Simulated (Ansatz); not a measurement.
`FC(F)(F)c1ccc(-c2ccc(-c3ccc(-c4ccc(-c5ccc(-c6ccc(C(F)(F)F)o6)o5)o4)o3)o2)o1`, 50 atoms. Hardware: 2 threads of AMD EPYC 7R13 on a shared host and a share (18 GiB) of an NVIDIA H100 80GB HBM3.

Single mean-field runs in def2-SVP are fitted with def2-universal-jkfit.

Problem. How many basis functions does each of these Ansatz runs have, and roughly what does it cost? r2SCAN-D4/def2-SVP, charge 0 singlet, energy, from earlier orbitals; PBE0-D4/def2-SVP, charge 1 doublet at the geometry of the charge 0 singlet, energy; PBE0-D4/def2-SVP, charge 0 singlet, energy and forces, from earlier orbitals; PBE-D4/def2-SVP, charge -1 doublet at the geometry of the charge 0 singlet, energy, from earlier orbitals; PBE0-D4/def2-SVP, charge -1 doublet at the geometry of the charge 0 singlet, energy; PBE0-D4/def2-SVP, charge 0 triplet at the geometry of the charge 0 singlet, energy; PBE-D4/def2-SVP, charge 0 triplet at the geometry of the charge 0 singlet, energy, from earlier orbitals; PBE-D4/def2-SVP, charge 0 singlet, energy, from earlier orbitals; PBE-D4/def2-SVP, charge 1 doublet at the geometry of the charge 0 singlet, energy, from earlier orbitals; r2SCAN-D4/def2-SVP, charge 0 singlet, relaxation, 5 steps.

Solution. Other jobs shared the machine, so times can vary by a factor of up to 3.

| run | functions | fitting or Cholesky vectors | wall time | peak host memory (GiB) |
| --- | --- | --- | --- | --- |
| PBE-D4/def2-SVP, charge 0 singlet, energy, from earlier orbitals | 592 | 3090 | 6 s | 1 |
| r2SCAN-D4/def2-SVP, charge 0 singlet, energy, from earlier orbitals | 592 | 3090 | 9 s | 1.1 |
| PBE0-D4/def2-SVP, charge 0 singlet, energy and forces, from earlier orbitals | 592 | 3090 | 12 s | 1.6 |
| PBE-D4/def2-SVP, charge 1 doublet at the geometry of the charge 0 singlet, energy, from earlier orbitals | 592 | 3090 | 13 s | 1.2 |
| PBE-D4/def2-SVP, charge 0 triplet at the geometry of the charge 0 singlet, energy, from earlier orbitals | 592 | 3090 | 14 s | 1.2 |
| PBE0-D4/def2-SVP, charge 1 doublet at the geometry of the charge 0 singlet, energy | 592 | 3090 | 15 s | 1.2 |
| PBE-D4/def2-SVP, charge -1 doublet at the geometry of the charge 0 singlet, energy, from earlier orbitals | 592 | 3090 | 16 s | 1.2 |
| PBE0-D4/def2-SVP, charge 0 triplet at the geometry of the charge 0 singlet, energy | 592 | 3090 | 16 s | 1.3 |
| PBE0-D4/def2-SVP, charge -1 doublet at the geometry of the charge 0 singlet, energy | 592 | 3090 | 17 s | 1.2 |
| r2SCAN-D4/def2-SVP, charge 0 singlet, relaxation, 5 steps | 592 | 3090 | 45 s | 1.1 |
